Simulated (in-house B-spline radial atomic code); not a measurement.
Results of a calculation; reference values are marked as such.
## Ta in an electron gas of r_s = 2.07: phase shifts, screening, friction and resistivity

A nucleus sits in a uniform electron gas with a rigid positive background. The Kohn-Sham equations are solved self-consistently in the spin-unpolarised LDA (PW92), non-relativistic, on B-splines with outgoing waves at the boundary and partial waves to l = 8. The model has no lattice, no bands and no magnetic solution. Atomic units; δ_l are the phase shifts at the Fermi level, counted so that each bound state adds π, and good to about 0.0005. Heavy atoms are models without relativity.

The density parameter is r_s = 2.07 bohr, near that of the valence electrons of Al (3 per atom, density 2.7 g/cm³, mass 26.98 u, which gives r_s = 2.07).

```tsv
l	δ_l (rad)
0	14.8210
1	12.2224
2	8.1438
3	3.1908
4	0.0101
5	0.0016
6	0.0000
7	-0.0003
8	-0.0003
```

Bound levels below the band bottom (hartree): p -13.05, d -7.593, s -1.577, p -0.748, f -0.5289 and deeper ones.

**Question.** Check the Friedel sum rule, and say where the screening charge sits.

**Answer.** k_F = (9π/4)^(1/3)/r_s = 0.92713. The rule is Z = (2/π) Σ (2l + 1) δ_l. The terms are s 9.435, p 23.343, d 25.923, f 14.219 and 0.063 beyond, in all 72.983 against Z = 73. Bound states hold 10 s, 24 p, 20 d and 14 f electrons, so the scattering states carry 4.98 in all; where a term is smaller than its bound count, the bound level has drawn weight out of the band.

**Question.** Find the transport cross section and the electronic stopping of a 5 keV Ta ion (mass 180.95 u).

**Answer.** σ_tr = (4π/k_F²) Σ (l + 1) sin²(δ_l − δ_(l+1)). The terms for l = 0 to 3 are 0.2670, 1.2986, 2.8296, 0.0061, all together 4.4017, so σ_tr = 14.619 × 4.4017 = 64.350 bohr². With n = 3/(4π r_s³) = 0.02692, the friction coefficient is Q = n k_F σ_tr = 1.6058. For v well below v_F = 0.927, dE/dx = Q v; with 24801 eV per u at v = 1, v = √(5000/(24801 × 180.95)) = 0.0334, so dE/dx = 0.05360 hartree/bohr = 27.6 eV/nm. The largest term couples the d and f waves.

**Question.** What residual resistivity would 1 atomic per cent of such centres give in Al?

**Answer.** Δρ = k_F n_i σ_tr/n in atomic units of 21.74 μΩ·cm. With one host atom per 3 electrons, n_i/n = 0.01/3, so Δρ = 0.9271 × 0.00333 × 64.350 × 21.74 = 4.32 μΩ·cm. This is an atom added to the gas, as on an interstitial site.

**Question.** On a substitutional site the background of one host ion, a sphere holding 3 charges, is taken out. The phase shifts for l = 0 to 4 become 14.5583, 12.0092, 7.5214, 3.1206, -0.0070. What follows?

**Answer.** The Friedel sum is now 69.99, for Z − 3 = 70. The sum in σ_tr is 4.9316, so σ_tr = 72.10 bohr² and Δρ = 4.84 μΩ·cm per atomic per cent, 1.12 times the value above. A real host ion scatters too, so this model doesn't give zero even for the host's own atom.
